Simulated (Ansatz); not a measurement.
Reaction (formal exchange of groups at the Al–C bond): `C[CH](F)[AlH2]` + `C#C[SiH2]B(C)F` → `CB(F)[SiH2][AlH2]` + `C#CC(C)F`

Calculated with Ansatz (gas phase, PBE0-D4/def2-TZVP geometries, no zero-point term in ΔE). CCSD(T)/CBS adds triple-zeta CCSD(T) − MP2 to the extrapolated MP2 energy (def2 sets, frozen cores). DFT in def2-TZVPP. B3LYP here is the variant with VWN-RPA as its local correlation; programs differ in this. Each species was taken in one conformer, which may not be the lowest.

| level | ΔE (kJ/mol) |
| --- | --- |
| B3LYP-D4 | 13.3 |
| ωB97M-V | 17.4 |
| HF/def2-TZVPP | 15.5 |
| SCS-MP2/def2-QZVPP | 20.4 |

**Question.** What does CCSD(T)/CBS give? (Best estimate.)

**Answer.** Ansatz gave: +13.1 kJ/mol. The listed levels differ from it by 0.2, 4.3, 2.4, 7.3 kJ/mol.

Largest T1 diagnostic among the species: 0.014.
